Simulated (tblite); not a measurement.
Compound: C10H14.
SMILES with atom numbers: `[CH3:1][C:2]#[C:3][C@@H:4]1[CH2:5][C:6]12[CH2:7][CH2:8][CH2:9][CH2:10]2` (hydrogens: H11, H12, H13 on C1; H14 on C4; H15, H16 on C5; H17, H18 on C7; H19, H20 on C8; H21, H22 on C9; H23, H24 on C10)

A start from a force field or distance geometry was refined with tblite 0.8.0, GFN2-xTB geometry optimisation, gas phase. Values at the start:

```tsv
coordinate	start
C1–C2	1.483 Å
C1–H11	1.120 Å
C3–C4	1.481 Å
C4–C6	1.475 Å
C4–H14	1.115 Å
C5–C6	1.511 Å
C5–H15	1.099 Å
C5–H16	1.114 Å
C6–C10	1.489 Å
C7–H18	1.114 Å
C8–C9	1.506 Å
C8–H19	1.105 Å
C8–H20	1.108 Å
C9–H22	1.134 Å
C10–H23	1.124 Å
C10–H24	1.112 Å
C3–C4–C5	115.4°
C3–C4–C6	116.9°
C4–C6–C10	126.5°
C5–C6–C7	115.0°
C5–C6–C10	117.1°
C6–C10–C9	100.1°
C7–C8–C9	107.3°
C8–C9–C10	105.6°
C5–C6–C7–C8	-104°
C5–C6–C10–C9	91°
C6–C7–C8–C9	-4°
C7–C8–C9–C10	-20°
```

How do these coordinates change at the GFN2-xTB level?

| coordinate | GFN2-xTB (Å or °) | change |
| --- | --- | --- |
| C3–C4 | 1.429 | -0.052 |
| C9–H22 | 1.092 | -0.042 |
| C4–C6 | 1.512 | +0.037 |
| C1–C2 | 1.447 | -0.036 |
| C10–H23 | 1.090 | -0.034 |
| C5–H16 | 1.080 | -0.034 |
| C6–C10 | 1.523 | +0.034 |
| C4–H14 | 1.085 | -0.030 |
| C1–H11 | 1.090 | -0.030 |
| C7–H18 | 1.090 | -0.024 |
| C8–C9 | 1.526 | +0.020 |
| C10–H24 | 1.093 | -0.019 |
| C8–H20 | 1.089 | -0.019 |
| C5–H15 | 1.081 | -0.018 |
| C5–C6 | 1.496 | -0.015 |
| C8–H19 | 1.091 | -0.014 |
| C4–C6–C10 | 120.2 | -6.3 |
| C5–C6–C7 | 120.4 | +5.4 |
| C6–C10–C9 | 104.6 | +4.5 |
| C7–C8–C9 | 103.1 | -4.2 |
| C5–C6–C10 | 121.4 | +4.3 |
| C3–C4–C5 | 119.5 | +4.1 |
| C3–C4–C6 | 119.9 | +3.0 |
| C8–C9–C10 | 103.3 | -2.3 |
| C5–C6–C7–C8 | -160 | -56 |
| C5–C6–C10–C9 | 134 | +43 |
| C6–C7–C8–C9 | 35 | +39 |
| C7–C8–C9–C10 | -42 | -22 |

The energy falls by 56.6 kJ/mol over 141 L-BFGS steps, the largest force on an atom goes from 2.23 to 0.010 eV/Å, and the atoms move by 0.701 Å rms after alignment. The bond that changes most is C3–C4 (alkyne carbon to propargylic carbon), which shortens by 0.052 Å. Bonds longer at the end by more than 0.005 Å: 5 of 25; shorter: 16. Among the dihedrals that turn most is C4–C6–C7–H18, from 67° to 7°. Rotational constants go from 3168, 685.8, 623.3 to 2582, 741.1, 653.5 MHz.

Hardware: Arm Neoverse V2, one thread (shared host).

Its lowest GFN2-xTB frequency is 8i cm⁻¹, too small to tell a flat minimum from a shallow saddle. The numbers are those of one conformer. 2 starts were optimised and ended at 0.00 and 0.03 kcal/mol (GFN2-xTB); the lowest of these is shown.

These are computed values.
